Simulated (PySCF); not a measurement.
# Ionisation energy along the 8-electron series

Calculated with PySCF 2.14 and a two-component X2C-1e Hamiltonian (Gaussian nucleus, no Breit or QED terms), each ion in its own even-tempered basis scaled to its charge; GMP2 freezes nothing and drops the highest virtual spinors. Values in eV. NIST values: (m) measured, (s) semi-empirical, (t) theoretical.

| ion | configuration | GHF (spin-free) | GMP2 (spin-free) | GHF (screened spin-orbit) | GMP2 (screened spin-orbit) | NIST |
| --- | --- | --- | --- | --- | --- | --- |
| Pt(70+) | [He] 2s2 2p4 | 18763.6 | 18765.5 | 18294.4 | 18294.8 | 18280 ± 60 (t) |
| Au(71+) | [He] 2s2 2p4 | 19306.4 | 19308.2 | 18808.6 | 18809.0 | 18790 ± 60 (t) |
| Hg(72+) | [He] 2s2 2p4 | 19857.8 | 19859.7 | 19330.3 | 19330.7 | 19310 ± 70 (t) |

Between Z = 78 and Z = 80 the GMP2 (screened spin-orbit) value grows as Z to the power 2.18.
